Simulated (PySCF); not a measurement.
## Kr (krypton, neutral): CAM-B3LYP calculation

Configuration: [Kr], closed-shell 1S. Calculation: PySCF 2.14, in x2c-QZVPPall with one added diffuse shell each of s, p, d, f type (12s9p6d5f1g, 113 functions); the spin-free X2C one-electron Hamiltonian (Gaussian nucleus).

| Item | Value |
| --- | --- |
| Total energy | -2790.293 hartree |
| One-electron energy | -3876.600 hartree |
| Hartree (Coulomb) energy | 1183.808 hartree |
| Exchange-correlation energy | -97.501 hartree |
| ⟨S²⟩ | 0.0000 |
| ⟨L²⟩ | 0.000 |
| Sum of ⟨r⟩ | 26.09 bohr |
| Sum of ⟨r²⟩ | 39.24 bohr² |
| Langevin diamagnetic susceptibility | -31.1 ×10⁻⁶ cm³/mol |
| Time after the integrals | roughly 6 core-seconds |

| shell | electrons | mean orbital energy (eV) | rms radius, mean of both spins (bohr) |
| --- | --- | --- | --- |
| 1s | 2 | -14196.6 | 0.0478 |
| 2s | 2 | -1884.1 | 0.199 |
| 2p | 6 | -1665.6 | 0.177 |
| 3s | 2 | -273.92 | 0.568 |
| 3p | 6 | -203.89 | 0.584 |
| 3d | 10 | -87.766 | 0.617 |
| 4s | 2 | -27.335 | 1.70 |
| 4p | 6 | -12.158 | 2.11 |

Densities and radii are taken from the X2C orbitals without a picture-change correction, which distorts them close to the nucleus.
